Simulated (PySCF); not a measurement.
One of the candidates below gave these computed data.

All candidates are C7H11OP.

- Dipole: 4.20 D [PBE0/pcSseg-1]
- NMR, other nuclei: isotropic shieldings of nuclei other than C and H, by class: 260 (1 O), 338 (1 P) ppm [GIAO PBE0/pcSseg-1]
- 1H NMR: chemical shifts (computed TMS as zero) by class: 6.78 (1 H), 6.63 (1 H), 6.09 (1 H), 2.10 (3 H), 1.99 (1 H), 1.44 (1 H), 1.16 (3 H) ppm [GIAO PBE0/pcSseg-1]
- Rotational structure: rotational constants A, B, C: 1.972, 0.838, 0.708 GHz [GFN2-xTB]
- 13C NMR: chemical shifts (computed TMS as zero) by class: 143.8 (1 C), 140.8 (1 C), 106.7 (1 C), 83.2 (1 C), 32.1 (1 C), 6.8 (1 C), 5.3 (1 C) ppm [GIAO PBE0/pcSseg-1]

The electronic properties come from PySCF, for the isolated species, density fitting. Levels stand in brackets. Geometry: GFN2-xTB, one conformer, isolated molecule. GFN2-xTB frequencies show an imaginary mode (28i cm⁻¹), so this geometry is no minimum at that level. NMR classes are plain means over equivalent atoms (diastereotopic ones count apart unless rotation or inversion swaps them), as if these changed places fast.

**Question.** Which candidate is it?
A. `C=C[P@]1(=O)CC=C(C)C1`
B. `C=C[P@@](=O)(C#CC)CC`
C. `C=C[P@@]1(=O)C=C(C)CC1`
D. `CC(C)(C)c1cpco1`

**Answer.** B. It is `C=C[P@@](=O)(C#CC)CC`. Numbering: `[CH2:1]=[CH:2][P@@:3](=[O:4])([C:5]#[C:6][CH3:7])[CH2:8][CH3:9]`. 7 carbons fall into 7 classes; from least to most shielded: terminal =CH2 carbon [C1] (143.8 ppm), alkene CH carbon [C2] (140.8 ppm), alkyne carbon [C6] (106.7 ppm), alkyne carbon [C5] (83.2 ppm), sp3 carbon bound to phosphorus [C8] (32.1 ppm), methyl carbon [C9] (6.8 ppm), propargylic carbon [C7] (5.3 ppm). Hydrogen classes from least to most shielded: 1 H on a terminal =CH2 carbon, C1 (6.78 ppm), 1 H on a terminal =CH2 carbon, C1 (6.63 ppm), 1 H on an alkene CH carbon, C2 (6.09 ppm), 3 H on a propargylic carbon, C7 (2.10 ppm), 1 H on an sp3 carbon bound to phosphorus, C8 (1.99 ppm), 1 H on an sp3 carbon bound to phosphorus, C8 (1.44 ppm), 3 H on a methyl carbon, C9 (1.16 ppm, a mean of values up to 0.7 ppm apart in this geometry). The other shieldings belong to: 260 ppm, phosphoryl oxygen [O4]; 338 ppm, phosphoryl phosphorus [P3]. The optimised geometry has point group C1 and is an asymmetric top.

The others, at the same levels:
- `C=C[P@@]1(=O)C=C(C)CC1` fails: its computed 13C shifts are 165.6 (1 C), 141.7 (1 C), 141.2 (1 C), 131.8 (1 C), 35.7 (1 C), 34.2 (1 C), 24.2 (1 C) ppm, 1H shifts are 6.89 (1 H), 6.52 (1 H), 6.22 (1 H), 6.02 (1 H), 2.34 (1 H), 2.18 (1 H), 2.05 (1 H), 1.99 (3 H), 1.92 (1 H) ppm and rotational constant A is 2.648 GHz (against 1.972 GHz).
- `C=C[P@]1(=O)CC=C(C)C1` fails: its computed 13C shifts are 144.5 (1 C), 142.4 (1 C), 140.1 (1 C), 127.6 (1 C), 39.9 (1 C), 37.8 (1 C), 24.0 (1 C) ppm, 1H shifts are 6.89 (1 H), 6.56 (1 H), 6.43 (1 H), 5.67 (1 H), 2.80 (1 H), 2.63 (1 H), 2.26 (1 H), 1.98 (1 H), 1.84 (3 H) ppm and rotational constant A is 2.479 GHz (against 1.972 GHz).
- `CC(C)(C)c1cpco1` fails: it has 5 carbon classes against 7; its computed 13C shifts are 187.7 (1 C), 177.8 (1 C), 121.9 (1 C), 37.5 (1 C), 30.7 (3 C) ppm, 1H shifts are 8.91 (1 H), 6.91 (1 H), 1.39 (9 H) ppm and rotational constant A is 2.868 GHz (against 1.972 GHz).

Each candidate is one conformer, not necessarily the lowest. The conformers computed, where there is a choice (atom-mapped SMILES and torsion angles):
- `[CH2:1]=[CH:2][P@@:3](=[O:4])([C:5]#[C:6][CH3:7])[CH2:8][CH3:9]`: C1–C2–P3–O4 4°, C2–P3–C8–C9 72°
- `[CH3:1][C:2]([CH3:3])([CH3:4])[c:5]1[cH:6][p:7][cH:8][o:9]1`: C1–C2–C5–C6 -2°

The conformers of `C=C[P@@]1(=O)C=C(C)CC1` and `C=C[P@]1(=O)CC=C(C)C1` aren't listed.
